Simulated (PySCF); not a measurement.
# Computed spin Hamiltonian

Compound: C6H7N (charge +1 and doublet state).
Cartesian coordinates in Å at the GFN2-xTB level; atoms count from 1:
```xyz
14
C6H7N angstrom
C     -2.4150    0.1956    0.3289
C     -1.4806   -0.4019   -0.4298
N     -0.1285   -0.1873   -0.3382
C      0.5190    0.6979    0.5661
C      1.8599    0.6326    0.3524
C      2.0702   -0.2976   -0.6923
C      0.8061   -0.7756   -1.0840
H     -3.4550   -0.0407    0.1808
H     -2.1937    0.9157    1.0983
H     -1.7615   -1.1202   -1.1908
H     -0.0332    1.2867    1.2714
H      2.6201    1.1802    0.8740
H      3.0134   -0.5912   -1.1145
H      0.5781   -1.4946   -1.8495
```

The hyperfine couplings belong to this conformer and change with its torsions.

As a line formula: `[CH2][CH+]N1C=CC=C1` [radical] (charge +1).

Level of theory: UKS B3LYP, pcH-1 on C H N, non-relativistic, mean-field spin-orbit, GIAO (PySCF). The structure is a single GFN2-xTB conformer in the gas phase; no vibrational or solvent corrections. Couplings are sensitive to structure, and on GFN2-xTB geometries they can be far from those on DFT ones, by a factor of two or more for some ions and for spin on atoms past the first row. The SCF solution wasn't tested for stability.

| Quantity | Value |
| --- | --- |
| g1, g2, g3 | 2.00217, 2.00242, 2.00300 |
| g_iso | 2.00253 |
| Form of g | rhombic: the two nearest values differ by 30 % of g3 − g1 |
| ⟨S²⟩ | 0.7693 (exact 0.7500) |
| α and β electrons | 25, 24 |
| Total energy | -287.28949 Eh |

Hyperfine couplings atom by atom, in mT; T1 to T3 are the principal values of the dipolar part; ρ(0) is the spin density at the nucleus (MHz turned into mT with g_iso):

| atom | isotope | a_iso | T1 | T2 | T3 | Mulliken spin population | ρ(0) (bohr⁻³) |
| --- | --- | --- | --- | --- | --- | --- | --- |
| C1 | 13C | 0.58 | -0.65 | -0.62 | 1.27 | 0.22 | 0.0145 |
| C2 | 13C | -0.41 | -0.03 | -0.01 | 0.04 | -0.01 | -0.0102 |
| N3 | 14N | 0.09 | -0.24 | -0.22 | 0.46 | 0.09 | 0.0080 |
| C4 | 13C | 1.27 | -1.21 | -1.14 | 2.35 | 0.39 | 0.0316 |
| C5 | 13C | -1.05 | -0.75 | 0.37 | 0.38 | -0.18 | -0.0262 |
| C6 | 13C | 1.20 | -1.29 | -1.23 | 2.52 | 0.44 | 0.0299 |
| C7 | 13C | -0.31 | -0.33 | -0.30 | 0.63 | 0.09 | -0.0076 |
| H8 | 1H | -0.53 | -0.32 | -0.06 | 0.37 | -0.01 | -0.0033 |
| H9 | 1H | -0.50 | -0.19 | -0.09 | 0.28 | -0.01 | -0.0031 |
| H10 | 1H | -0.04 | -0.10 | 0.01 | 0.08 | 0.00 | -0.0002 |
| H11 | 1H | -1.03 | -0.53 | -0.10 | 0.63 | -0.02 | -0.0064 |
| H12 | 1H | 0.26 | -0.12 | 0.00 | 0.12 | 0.00 | 0.0017 |
| H13 | 1H | -1.09 | -0.62 | -0.08 | 0.70 | -0.02 | -0.0069 |
| H14 | 1H | -0.31 | -0.20 | -0.11 | 0.31 | 0.00 | -0.0020 |

The Mulliken spin populations are largest on C6 (+0.44), C4 (+0.39), C1 (+0.22) and C5 (-0.18). Three atoms exceed +0.15. The positive populations add up to 1.25 and the negative ones to -0.25, together 2S = 1.

The SMILES `[CH2][CH+]n1cccc1` draws the unpaired electron on C1, whose computed spin population is only +0.22.

Axes: g1 is normal to the molecular plane, g2 points within 5° of the C1–C2 bond and g3 points within 15° of the N3–C4 bond.

Under fast tumbling the dipolar parts average out, and these isotropic splittings remain (the largest six): 1 × 1H (H13, I = 1/2, 2 lines) with 1.09 mT, 1 × 1H (H11, I = 1/2, 2 lines) with 1.03 mT, 1 × 1H (H8, I = 1/2, 2 lines) with 0.53 mT, 1 × 1H (H9, I = 1/2, 2 lines) with 0.50 mT, 1 × 1H (H14, I = 1/2, 2 lines) with 0.31 mT and 1 × 1H (H12, I = 1/2, 2 lines) with 0.26 mT.

H8 and H9 aren't averaged: C1 is flat or nearly so (angle sum 360°), and its turn about the short C1–C2 bond (1.34 Å) is taken as slow. C4 and C7, with what hangs on them, aren't averaged: N3 is flat or nearly so (angle sum 360°), and its turn about the short N3–C2 bond (1.37 Å) is taken as slow.

The 13C coupling of C4 (35.5 MHz) shows only in satellite lines or after enrichment, since that isotope makes up about 1.07 % of natural carbon.

The spin density at the nucleus, in bohr⁻³, is negative for C5 (-0.0262), C2 (-0.0102) and C7 (-0.0076), for instance. A restricted open-shell determinant has no negative spin density anywhere; here it arises because α and β orbitals differ (spin polarisation).
